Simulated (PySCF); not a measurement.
Ga(F)(Me)(OH) (CH4FGaO), SMILES [Ga]([CH3])([OH])[F].

Coordinates come from a PBE0-D3(BJ)/def2-SVP optimisation. The structure was generated by enumeration; whether it is a known compound was not checked. The values are those of a single conformer.

All values below come from B3LYP/def2-TZVP (PySCF).

```json
{
 "total_energy": "-2140.67054 hartree",
 "point_group": "Cs",
 "highest_occupied_level": "-8.78 eV",
 "lowest_empty_level": "-0.77 eV",
 "orbital_gap": "8.01 eV",
 "dipole_moment": "1.56 D",
 "quadrupole, principal values (traceless, Buckingham form, about the centre of nuclear charge)": "-10.94, 4.61, 6.33 D·Å",
 "mean_static_polarisability": "40.9 bohr³ (6.06 Å³)",
 "polarisability_principal_values": "32.8, 39.7, 50.1 bohr³"
}
```
